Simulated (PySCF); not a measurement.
Adding and removing an electron: Pb₂

UHF-MP2; Pb def2-SVP with ECP60; scalar-relativistic core potentials (PySCF 2.14). Neutral (UHF): triplet (π ↑↑), Re = 2.918 Å, ωe = 135 cm⁻¹, De = 1.75 eV.

Pb₂⁺ (UHF): quartet (σ ↑, π ↑↑), Re = 2.927 Å, ωe = 125 cm⁻¹, De = 2.20 eV to Pb⁺ + Pb. The energies at the minima are -383.84138 hartree for Pb2 and -383.60645 for Pb₂⁺.

**Question.** Work out the adiabatic ionisation energy, without and with harmonic zero-point energies (1 hartree = 27.2114 eV, 1 eV = 8065.5 cm⁻¹), and the change of the bond length.

**Answer.** At UHF-MP2: 0.23493 hartree = 6.393 eV between the minima; the zero-point term (125.0 − 135.0)/2 cm⁻¹ = -0.001 eV makes it 6.392 eV. Re changes by +0.9 pm against the neutral. The electron leaves a σ orbital, and the small change of length marks it as nearly non-bonding.

Correlated steps freeze 8 core orbitals. Correlated levels converge slowly with the basis: in double zeta they bind strong bonds too weakly, by up to about 1 eV, and carry superposition errors of some tenths. Spin–orbit coupling is left out, which matters for elements this heavy, above all for dissociation energies. States were picked by a PBE0 search and need not be the measured ground states.
